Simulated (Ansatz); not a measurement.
Coupled-cluster run, C2H5BS, SMILES `B1CSC1`.

```yaml
crystal:
  periodic: [false, false, false]
  atoms:
    - {symbol: B, position_ang: [-0.398111, 0.508221, -0.454724]}
    - {symbol: C, position_ang: [1.130607, 0.462986, -0.098004]}
    - {symbol: S, position_ang: [0.830828, -1.041577, 0.900370]}
    - {symbol: C, position_ang: [-0.888400, -0.752867, 0.342489]}
    - {symbol: H, position_ang: [-1.010114, 1.276144, -1.140216]}
    - {symbol: H, position_ang: [1.809612, 0.309103, -0.942322]}
    - {symbol: H, position_ang: [1.507683, 1.311385, 0.481264]}
    - {symbol: H, position_ang: [-1.302212, -1.564832, -0.263375]}
    - {symbol: H, position_ang: [-1.591394, -0.554862, 1.157420]}
basis:
  gaussian: {orbitals: def2-TZVPP}
correlation: {method: ccsd_t}
output: {orbitals: {seedname: orbitals}}
```

```sh
$ ansatz run in.yaml --threads 4 --pin off --events-out ev --progress --plain
```

Log, shortened:

```
Functional definition: HF
1195 factors; integrals over basis functions are off by at most 8.5e-4 eV
mean field evaluation 1: about -13626.9367 eV, gradient 2.8e1 eV
mean field evaluation 2: about -13627.1558 eV, gradient 2.8e1 eV
mean field evaluation 4: about -13629.4934 eV, gradient 3.9e0 eV
mean field evaluation 8: about -13629.5467 eV, gradient 1.7e-1 eV
mean field -13629.54693651 eV, -500.8766114778 hartree, gradient 9.2e-7 eV, S^2 0.000000; 0 other end points of the search recorded, 0 dependent functions left out
8 core orbitals not correlated: weight in the atoms' cores, before any rotation towards them, 1.000 or more for the frozen orbitals, at most 0.000 for the correlated occupied ones
reference -13629.54693651 eV, -500.8766114778 hartree; 11, 11 occupied and 186, 186 virtual orbitals, 1195 factors
second order -16.48065166 eV of doubles, -0.00000000 eV of singles
cycle   1  -17.16087018 eV  change   -6.8e-1 eV  update   8.7e-2
cycle   2  -17.60899552 eV  change   -4.5e-1 eV  update   2.5e-2
cycle   3  -17.67476705 eV  change   -6.6e-2 eV  update   1.0e-2
cycle   4  -17.66986822 eV  change    4.9e-3 eV  update   2.6e-3
cycle   5  -17.66981223 eV  change    5.6e-5 eV  update   9.9e-4
cycle   6  -17.66965522 eV  change    1.6e-4 eV  update   3.3e-4
cycle   7  -17.66953584 eV  change    1.2e-4 eV  update   1.3e-4
cycle   8  -17.66954843 eV  change   -1.3e-5 eV  update   5.3e-5
cycle   9  -17.66954996 eV  change   -1.5e-6 eV  update   2.6e-5
perturbative correction -0.79694962 eV, -0.0292873582 hartree
Total energy: -13648.01343609 eV, -501.5552428204 hartree
```

It took 61 s on 4 threads of a server CPU on a shared host, with 2.6 GiB of host memory at the peak.

Correlation energy per correlated electron: -0.839 eV. T1 diagnostic: 0.0111.
